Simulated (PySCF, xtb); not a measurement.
C₄H₄N, SMILES C1=CC=C[N]1 (connectivity only; charge and spin as stated), charge -1, multiplicity 1.

Harmonic wavenumbers (cm⁻¹) from GFN2-xTB in xtb 6.7.1 at its own minimum, in rising order: 578, 626, 759, 764, 773, 790, 856, 870, 1063, 1070, 1115, 1202, 1241, 1337, 1413, 1486, 1487, 2951, 2957, 2967, 3002.

### Question
What does B3LYP-D3(BJ)/def2-SVPD run with PySCF give at its own minimum? (The exact figures need the calculation; the answer reports its results.)

### Answer
629, 651, 683, 691, 765, 792, 879, 894, 1006, 1020, 1098, 1191, 1232, 1313, 1396, 1454, 1468, 3118, 3124, 3149, 3170. Paired by order, the mean absolute difference is 57 cm⁻¹ and the zero-point energies are 41.9 and 42.5 kcal/mol.
